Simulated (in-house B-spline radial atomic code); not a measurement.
# Ionising Rb V (Rb4+) with different functionals

Computed with a radial B-spline atomic code at the basis-set limit: four-component Dirac-Coulomb Hamiltonian, Fermi nucleus of rms radius 4.2036 fm, spin-restricted, spherical fractional occupations for the functionals, and exact exchange of hybrids averaged over the configuration. The ionisation energy is the difference of two self-consistent energies, [Ar] 3d10 4s2 4p3 → [Ar] 3d10 4s2 4p2, without Breit or QED terms; ε is the level of the shell that loses the electron (mean over j). The electron is taken from both j subshells in proportion to 2j + 1, so the result is a j average, not the step between ground levels.

| method | rung | ΔSCF (eV) | -ε(4p) (eV) |
| --- | --- | --- | --- |
| PBE0 | global hybrid | 67.77 | 62.51 |
| B97-1 | global hybrid | 67.68 | 62.12 |
| BHandHLYP | global hybrid | 67.69 | 64.32 |
| wB97X | range-separated hybrid | 67.60 | 64.98 |

(1) Among the functionals, which spreads more, the ΔSCF values or the orbital energies?

(2) How do they compare with the NIST value?

Answers

(1) The orbital energies: ΔSCF values span about 0.17 eV and the orbital energies 2.86 eV; here energy differences depend much less on the functional than eigenvalues do.

(2) NIST lists 68.4 eV ± 0.15 (tabulated theory, ground level to ground level). Errors run from -0.84 to -0.67 eV. The correlated functionals all miss on the same side by more than they spread, so the cause is common to them (Breit-QED terms, spin polarisation, the choice among j levels, multiplet and fine-structure energies, or a listed next ion that isn't the cheapest removal here) and closeness doesn't rank the functionals.
